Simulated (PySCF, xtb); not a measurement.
Si(F)(OH)2(SH) (FH3O2SSi), SMILES S[Si](O)(F)O. Other conformers were not sampled.

Harmonic wavenumbers (cm⁻¹) from xtb with GFN2-xTB at its own minimum, in rising order: 92, 159, 167, 209, 248, 272, 281, 291, 525, 722, 775, 813, 825, 934, 1009, 2483, 3646, 3679.

What does PBE-D3(BJ)/def2-SVP (PySCF) give at its own minimum? (The exact figures need the calculation; the answer reports its results.)

84, 144, 182, 242, 276, 309, 320, 334, 514, 699, 771, 796, 848, 935, 965, 2629, 3752, 3770. Paired by order, the mean absolute difference is 38 cm⁻¹ and the zero-point energies are 24.5 and 25.1 kcal/mol.
